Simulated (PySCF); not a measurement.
F4H2SSi2, SMILES F[SiH2]S[Si](F)(F)F. Heavy atoms are numbered as in [SiH2:1]([F:2])[S:3][Si:4]([F:5])([F:6])[F:7]. Hydrogens are named by the atom that carries them.

Geometry optimised at B3LYP-D3(BJ)/def2-SVP. The structure was generated by enumeration, and PubChem lists no compound with its InChIKey, so it may never have been made. Other conformers were not sampled.

Calculation: PySCF with PBE/def2-TZVP.

ESP charges are fitted to the potential on shells at 1.4 to 2.0 van der Waals radii. Atomic charges (e), one atom of each kind:

| atom | Mulliken | IAO | ESP fit |
|---|---|---|---|
| Si1 (SiH2) | 0.45 | 0.98 | 0.29 |
| F2 | -0.27 | -0.51 | -0.19 |
| S3 | -0.24 | -0.41 | -0.18 |
| Si4 | 0.80 | 1.65 | 0.68 |
| F5 | -0.24 | -0.49 | -0.21 |
| H on Si1 | 0.00 | -0.12 | -0.01 |

Computed Mayer and Wiberg (Löwdin basis) orders of the bonds:
```csv
bond,Mayer,Wiberg
Si1–F2,1.15,1.76
Si1–S3,1.10,1.50
S3–Si4,1.19,1.57
Si4–F5,1.19,1.77
Si4–F6,1.16,1.73
Si4–F7,1.20,1.77
```
